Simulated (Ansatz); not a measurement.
Start from `C[CH](C)[Sn][F]` and change one atom or group to get `CC(C)O[SiH3]`.

Ansatz, PBE0-D4/def2-TZVP geometries, multiplicity 1. Each molecule was computed in one conformer, which needn't be the lowest.

Elements past krypton have def2 core potentials.

```csv
property,`C[CH](C)[Sn][F]`
HOMO energy (PBE0/def2-TZVPP) / eV,-6.17
LUMO energy (PBE0/def2-TZVPP) / eV,-2.52
size of the dipole moment (B3LYP/def2-TZVPP) / D,2.74
HOMO energy (B3LYP/def2-TZVPP) / eV,-6.01
size of the dipole moment (PBE/def2-TZVPP) / D,2.54
"ideal-gas entropy at 298 K and 1 bar (rigid rotor, harmonic PBE0-D4/def2-TZVP) / J/(mol·K)",373
```

Problem. Give the same properties after the change, and the shifts. (An estimate is asked.)

Solution. The calculation gave: 
| property | `CC(C)O[SiH3]` | shift |
| --- | --- | --- |
| HOMO energy (PBE0/def2-TZVPP) / eV | -8.04 | -1.87 |
| LUMO energy (PBE0/def2-TZVPP) / eV | 0.40 | 2.92 |
| size of the dipole moment (B3LYP/def2-TZVPP) / D | 1.22 | -1.52 |
| HOMO energy (B3LYP/def2-TZVPP) / eV | -7.82 | -1.81 |
| size of the dipole moment (PBE/def2-TZVPP) / D | 1.18 | -1.36 |
| ideal-gas entropy at 298 K and 1 bar (rigid rotor, harmonic PBE0-D4/def2-TZVP) / J/(mol·K) | 361 | -12 |

With PBE0 the HOMO falls by 1.87 eV and the LUMO rises by 2.92 eV, so the gap widens by about 4.79 eV. PBE moves the HOMO by -1.41 eV and ωB97M-V by -2.17 eV. The zero-point energy changes by 77.9 kJ/mol with +9 modes. Dipoles are sizes alone; their direction can turn. Modes under 60 cm⁻¹, often nearly free rotors, make the harmonic entropy too high.

B3LYP here is the variant with VWN-RPA as its local correlation; programs differ in this.
